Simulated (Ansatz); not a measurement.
Consider the formal exchange of groups at the Al–O bond: `C[NH][Al]([OH])[OH]` + `NC(=O)CO` → `C[NH][AlH][OH]` + `NC(=O)C(O)O`.

Gas-phase electronic energies from Ansatz, PBE0-D4/def2-TZVP geometries. CCSD(T)/CBS adds triple-zeta CCSD(T) − MP2 to the extrapolated MP2 energy (def2 sets, frozen cores). Functionals use def2-TZVPP. Each species was taken in one conformer, which may not be the lowest.

```csv
level,ΔE (kJ/mol),difference from CCSD(T)/CBS
PBE-D4,155.3,-20.2
r2SCAN-D4,167.2,-8.3
PBE0-D4,160.9,-14.6
ωB97M-V,165.4,-10.1
PBE,156.2,-19.3
r2SCAN,167.5,-8.0
PBE0,161.6,-13.9
HF/def2-TZVPP,177.8,2.3
SCS-MP2/def2-TZVPP,177.4,1.9
CCSD/def2-TZVPP,173.5,-2.0
HF/def2-QZVPP,179.6,4.1
MP2/def2-QZVPP,182.6,7.1
SCS-MP2/def2-QZVPP,181.4,5.9
HF/CBS(def2),179.9,4.4
MP2/CBS(def2),184.3,8.8
CCSD/CBS(def2),179.1,3.6
CCSD(T)/CBS,175.5,0
```

Largest T1 diagnostic among the species: 0.014.

From PBE to PBE0 (25 % exact exchange), in def2-TZVPP and without D4, ΔE moves by +5.4 kJ/mol.
